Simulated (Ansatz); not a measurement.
The same path of BCl2F + ClH (6 atoms, charge 0, multiplicity 1) was run twice with different band settings. Lost on the way: B1–F2, Cl5–H6. Made: B1–Cl5, F2–H6.

All numbers below come from Ansatz, RKS r2SCAN-D4/def2-SVP.

Relaxed end points:

```xyz
6
Properties=species:S:1:pos:R:3
B 0.000 0.330 -0.120
F 0.006 0.468 1.196
Cl 1.523 0.327 -0.974
Cl -1.532 0.246 -0.952
Cl 0.085 -2.699 1.041
H 0.055 -1.787 1.951
```

```xyz
6
Properties=species:S:1:pos:R:3
B 0.020 -0.583 -0.485
F 0.014 0.130 2.037
Cl 1.516 0.222 -0.877
Cl -1.519 0.142 -0.862
Cl 0.067 -2.240 0.135
H 0.038 -0.785 2.194
```

Common settings: spring 5.0 eV/Å²; optimiser quadratic models (default); start path through a guess of the saddle point; force threshold 0.05 eV/Å; iteration limit 60; end points relaxed.

| run | movable images | climbing image |
| --- | --- | --- |
| 1 | 5 | yes |
| 2 | 1 | no |

What does each run give, and how far can it be trusted?

Run 1: converged after 59 iterations, highest image 1.157 eV above the first end. A vibrational analysis at the climbing image gives one clearly imaginary mode, 751i cm⁻¹: a first-order saddle point.
Run 2: converged after 10 iterations, highest image 1.050 eV above the first end. No image climbed, so the highest image needn't sit at the top of the path. So few images can step over the top or miss a turn of the path.
The orbitals stay closed-shell, which can raise the energy where a bond breaks towards radicals; this wasn't checked here.
